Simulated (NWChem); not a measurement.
boroxine (B3H3O3); SMILES O1BOBOB1

Computed with NWChem. Pople sets run with spherical d functions. Structure relaxed at the PBE0/def2-SVP level. Level MN15/6-31G*: energy and gradient on several grids; changes count from the extra-fine grid, which is no exact limit either.

```
grid     size of the energy change (μHa)  largest change of a gradient component (μHa/bohr)  time, medium = 1 (rough)
-------  -------------------------------  -------------------------------------------------  ------------------------
xcoarse                            20000                                               1000                   about 1
coarse                               600                                                300                   about 1
medium                                90                                                100                   about 1
fine                                  30                                               < 30                         2
xfine                               < 10                                               < 30                         4
```
